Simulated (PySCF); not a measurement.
C5H8OS.
Geometry (GFN2-xTB, Å), atoms numbered from 1 in this order:
```
atom  x, y, z in Å
C1     0.1245    1.7027   -0.1715
C2    -0.2217    0.4260   -0.0023
S3     0.9080   -0.9195    0.1538
C4     2.5240   -0.0987    0.1534
C5    -1.6695    0.0610    0.0576
C6    -1.9881   -1.4007   -0.0710
O7    -2.5162    0.9121    0.1878
H8     1.1374    2.0531   -0.2429
H9    -0.6565    2.4405   -0.2477
H10    2.6976    0.3784   -0.8067
H11    3.2546   -0.8852    0.3144
H12    2.5685    0.6209    0.9656
H13   -1.5080   -1.9558    0.7326
H14   -3.0637   -1.5498   -0.0312
H15   -1.5954   -1.7769   -1.0137
```

Mayer bond orders were computed from the PBE0/pcSseg-1 density (PySCF). Geometry: GFN2-xTB, one conformer, isolated molecule.

Task: The orders 0.92, 1.04, 1.85, 2.03 belong to the bonds C1–C2, C2–S3, C2–C5, C5–O7, in another order. Match them.

Result: C2–C5 0.92; C2–S3 1.04; C1–C2 1.85; C5–O7 2.03.

Task: Set the orders of all bonds between heavy atoms beside their lengths and the difference of the Mulliken charges at their ends.

Result: 
| bond | Mayer order | length (Å) | q(first) − q(second) (e) |
| --- | --- | --- | --- |
| C5–O7 | 2.029 | 1.208 | +0.620 |
| C1–C2 | 1.847 | 1.334 | +0.468 |
| C2–S3 | 1.038 | 1.764 | -0.548 |
| C5–C6 | 1.038 | 1.502 | +0.542 |
| S3–C4 | 1.009 | 1.813 | +0.449 |
| C2–C5 | 0.915 | 1.494 | -0.758 |

Mayer orders depend on the basis set.

The run behind these numbers computed NMR shieldings as well. On Arm Neoverse V2, one thread, shared host, this took 17 s wall and 0.92 GiB of memory at its peak.
